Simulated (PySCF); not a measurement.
# Working out the ionisation energy of Ne⁺

Ne⁺ [He] 2s2 2p5 (2P) → Ne²⁺ [He] 2s2 2p4 (3P). Calculation: PySCF 2.14, in aug-cc-pVTZ with one added diffuse shell each of s, p, d, f type (6s5p4d3f, 62 functions); no relativity, point nucleus. Frozen: 1s2. Energies in hartree (1 hartree = 27.21139 eV):

| part | Ne⁺ (lower) | Ne²⁺ (upper) |
| --- | --- | --- |
| UHF | -127.809777 | -126.366786 |
| CCSD correlation | -0.212003 | -0.159531 |
| (T) | -0.002775 | -0.001554 |

Q: What does Hartree-Fock give?

A: (-126.366786) − (-127.809777) = 1.442991 hartree = 39.266 eV.

Q: What do CCSD and CCSD(T) give?

A: The CCSD correlation energies differ by 0.052472 hartree = 1.428 eV and the triples by 0.001221 hartree = 0.033 eV, so CCSD gives 40.694 eV and CCSD(T) 40.727 eV.

A first-order spin-orbit estimate adds -0.005 eV to CCSD(T) (valence), giving 40.722 eV against 40.963 eV (measured; NIST Atomic Spectra Database, ionization energies).

What remains against the reference includes basis incompleteness, the frozen core and higher excitations.
